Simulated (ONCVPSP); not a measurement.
Before and after: ONCV potential for iron

iron (Fe), optimised norm-conserving Vanderbilt (ONCV), made with ONCVPSP 4.0.1 (LDA (Perdew-Zunger), scalar-relativistic). Core [Ne], reference 3s2 3p6 3d6.5 4s1.5. Waves: 3s+4s: rc 1.60 bohr, ncon 4, nbas 7, qcut 7.9 1/bohr, 2 projectors; 3p: rc 1.05 bohr, ncon 4, nbas 8, qcut 11.9 1/bohr, 2 projectors, debl 3.9 Ha; 3d: rc 0.90 bohr, ncon 4, nbas 8, qcut 10.1 1/bohr, local. Local part: the d channel. Core correction: none.

Change: d: rc 0.74.

Cutoffs: the cutoffs (Ha) at which the residual kinetic energy of the hardest occupied pseudo-wave falls to 1 and 0.1 mHa per electron; they do not see the model core or the augmentation charge, which bear on the density cutoff. Errors are all-electron minus pseudo energies relative to the spin-unpolarised reference configuration.

**Question.** What does the change do?

**Answer.** The potential gets harder (279 Ha and 324 Ha → 428 Ha and 553 Ha); of the 4 tests that both files solve, the error grows in 1 and shrinks in 1 by more than 15 % and 0.3 meV (median size 1.1 → 1.2 meV); neither file shows a bound ghost. A smaller radius makes the pseudo-wave follow the all-electron one further in, where it bends more sharply, so more plane waves are needed.

```tsv
quantity	base	changed
cutoff, loose	279 Ha	428 Ha
cutoff, tight	324 Ha	553 Ha
loose cutoff by channel	s 12 Ha, p 32 Ha, d 279 Ha	s 12 Ha, p 32 Ha, d 428 Ha
bound ghosts	none	none
GHOST(+) flags under 300 eV	none	none
error for 3s2 3p6 3d6 4s2, meV [ΔE 0.75 eV]	+1.0	+2.5
error for 3s2 3p6 3d6 4s1, meV [ΔE 9.73 eV]	-1.0	+0.9
error for 3s2 3p6 3d6 4s0, meV [ΔE 26.22 eV]	-2.8	-0.4
error for 3s2 3p6 3d7 4s1, meV [ΔE -0.08 eV]	-1.3	-1.5
s: phases at 1.62 bohr within 0.05 rad from the reference energy up to (Ha; the scan ends near 5)	to the end of the scan	to the end of the scan
p: phases at 1.07 bohr within 0.05 rad from the reference energy up to (Ha; the scan ends near 5)	to the end of the scan	to the end of the scan
```
